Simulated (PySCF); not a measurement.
## Bonding in `CO[C@]1(F)Cc2ccccc21`

C9H9FO.
Numbering: `[CH3:1][O:2][C@:3]1([F:4])[CH2:5][c:6]2[cH:7][cH:8][cH:9][cH:10][c:11]21` (hydrogens: H12, H13, H14 on C1; H15, H16 on C5; H17 on C7; H18 on C8; H19 on C9; H20 on C10)

Geometry (GFN2-xTB, Å), atoms numbered from 1 in this order:
```xyz
20
C9H9FO angstrom
C      2.7323    1.0214   -0.1832
O      2.2398   -0.2934   -0.3868
C      1.1890   -0.6475    0.4157
F      1.6306   -0.7396    1.7358
C      0.4408   -1.9228   -0.0652
C     -0.7837   -1.0493   -0.1735
C     -2.1101   -1.0406   -0.5242
C     -2.7637    0.1842   -0.3832
C     -2.1165    1.3151    0.0898
C     -0.7674    1.3015    0.4464
C     -0.1317    0.0945    0.2906
H      3.0423    1.1656    0.8551
H      3.5916    1.1203   -0.8422
H      1.9744    1.7648   -0.4479
H      0.3924   -2.7043    0.6897
H      0.8304   -2.3224   -0.9986
H     -2.6303   -1.9142   -0.8857
H     -3.8096    0.2534   -0.6460
H     -2.6735    2.2357    0.1852
H     -0.2820    2.1883    0.8253
```

Bond orders from the PBE0/pcSseg-1 density (PySCF). One conformer (not necessarily the lowest) at the GFN2-xTB geometry, without solvent, vibrations or thermal averaging.

Task: Where do the orders between heavy atoms depart from those drawn in the SMILES?

Result: The largest departure is 0.185, at C11–C6 (drawn aromatic, 1.315), counting aromatic bonds as 1.5. Drawn single, order below 0.88: C11–C3 (0.848). The bonds drawn aromatic range from 1.31 to 1.47.

Task: Give the Mayer order of every bond between heavy atoms, beside its length.

Result: 
| bond | drawn as | length (Å) | Mayer order |
| --- | --- | --- | --- |
| C1–O2 | single | 1.419 | 0.897 |
| O2–C3 | single | 1.369 | 1.010 |
| C3–F4 | single | 1.395 | 0.882 |
| C3–C5 | single | 1.555 | 1.027 |
| C5–C6 | single | 1.508 | 1.091 |
| C6–C7 | aromatic | 1.372 | 1.419 |
| C7–C8 | aromatic | 1.395 | 1.417 |
| C8–C9 | aromatic | 1.386 | 1.471 |
| C9–C10 | aromatic | 1.396 | 1.417 |
| C10–C11 | aromatic | 1.373 | 1.404 |
| C11–C3 | single | 1.520 | 0.848 |
| C11–C6 | aromatic | 1.396 | 1.315 |

By pair of heavy elements: C–O: lowest C1–O2 (0.897, 1.419 Å), highest O2–C3 (1.010, 1.369 Å). C–C: lowest C11–C3 (0.848, 1.520 Å), highest C8–C9 (1.471, 1.386 Å); in 3 of the 36 pairs the longer bond (by over 0.003 Å) has the higher order (by 0.02 or more).

Task: And the bonds to hydrogen?

Result: C–H: 0.91 to 0.99 (9 bonds).

Task: Sum the orders of all bonds at each heavy atom with more than one neighbour and set the sums beside the valence in the SMILES.

Result: C1 3.784 (drawn 4), O2 1.907 (drawn 2), C3 3.767 (drawn 4), C5 3.945 (drawn 4), C6 3.825 (drawn 4), C7 3.825 (drawn 4), C8 3.853 (drawn 4), C9 3.852 (drawn 4), C10 3.795 (drawn 4), C11 3.567 (drawn 4). Orders between atoms that aren't bonded are not in these sums.

For a closed shell the Mayer order of atoms A and B is Σ (PS)μν (PS)νμ over the basis functions μ on A and ν on B, with P the density and S the overlap matrix.
